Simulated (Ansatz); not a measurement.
CAuClO, charge +1, doublet, geometry from GFN2-xTB (such geometries of metal compounds can be far from the true shape) (the multiplicity is a formal guess) (core potentials on Au); LC-WPBE/def2-SV(P) (Ansatz, a quantum-chemistry and plane-wave program).

Input for Ansatz:
Ansatz 0.2 input:
```yaml
crystal:
  periodic: [false, false, false]
  atoms:
    - {symbol: Au, position_ang: [0.00239240, -0.01334767, 0.01704058]}
    - {symbol: Cl, position_ang: [-0.20516636, 1.64805585, -1.49815509]}
    - {symbol: O, position_ang: [0.27817419, -2.28166469, 2.03471600]}
    - {symbol: C, position_ang: [0.17890579, -1.45152763, 1.30745039]}
basis:
  gaussian:
    orbitals: def2-SV_P_.json
hamiltonian:
  xc: lc_wpbe
total_charge: 1
magnetization: {spin_polarized: true, initial_magnetization: 1}
```
The basis file holds def2-SV(P) in the JSON format of the Basis Set Exchange.

What the program printed (banner, timings and long lists left out):

```
Functional definition: LC-wPBE
788 factors; their error is unknown
242 factors; integrals over basis functions are off by at most 4.1e-5 eV
mean field evaluation 1: about -19275.4009 eV, gradient 3.4e1 eV
mean field evaluation 2: about -19272.9540 eV, gradient 4.6e1 eV
mean field evaluation 4: about -19279.8315 eV, gradient 2.2e0 eV
mean field evaluation 8: about -19279.8582 eV, gradient 1.0e-1 eV
mean field evaluation 16: about -19279.8302 eV, gradient 3.0e-4 eV
mean field evaluation 32: about -19279.8213 eV, gradient 1.1e0 eV
mean field evaluation 64: about -19279.8304 eV, gradient 3.2e-3 eV
mean field -19279.83020387 eV, -708.5206916541 hartree, gradient 6.0e-6 eV, S^2 0.753441; 5 other end points of the search recorded, 0 dependent functions left out
reference -19279.83020388 eV, -708.5206916543 hartree; 25, 24 occupied and 46, 47 virtual orbitals, 788 factors
Total energy: -19279.83020388 eV, -708.5206916543 hartree
```
